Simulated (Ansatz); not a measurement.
`O[SiH2][SiH](O)S` → `O[SiH2]S` + `O[SiH]`  (silylene formation by 1,1-elimination)

Gas-phase electronic energies from Ansatz, PBE0-D4/def2-TZVP geometries. CCSD(T)/CBS is the MP2 limit (def2-TZVPP, def2-QZVPP) plus CCSD(T) − MP2 in def2-TZVPP, frozen cores. This one scheme is used for every species. DFT in def2-TZVPP. B3LYP here is the variant with VWN-RPA as its local correlation; programs differ in this. One conformer a species, not always the lowest.

| level | ΔE (kJ/mol) | difference from CCSD(T)/CBS |
| --- | --- | --- |
| PBE-D4 | 183.1 | 9.3 |
| r2SCAN-D4 | 193.1 | 19.3 |
| B3LYP-D4 | 172.1 | -1.7 |
| ωB97X-V | 184.4 | 10.6 |
| ωB97M-V | 164.0 | -9.8 |
| B2PLYP | 163.8 | -10.0 |
| PBE | 171.9 | -1.9 |
| r2SCAN | 190.0 | 16.2 |
| B3LYP | 154.2 | -19.6 |
| HF/def2-TZVPP | 155.6 | -18.2 |
| CCSD/def2-TZVPP | 164.1 | -9.7 |
| CCSD(T)/def2-TZVPP | 167.0 | -6.8 |
| HF/def2-QZVPP | 154.7 | -19.1 |
| MP2/def2-QZVPP | 182.4 | 8.6 |
| SCS-MP2/def2-QZVPP | 171.9 | -1.9 |
| HF/CBS(def2) | 154.5 | -19.3 |
| CCSD(T)/CBS | 173.8 | 0 |

Largest T1 diagnostic among the species: 0.016.

From PBE to PBE0 (25 % exact exchange), in def2-TZVPP and without D4, ΔE moves by +10.4 kJ/mol. The D4 term adds +17.9 kJ/mol with B3LYP and +10.1 kJ/mol with PBE0; it sums over pairs of atoms, weighted by their polarisabilities, and B3LYP, whose exchange is more repulsive, gets the larger term.
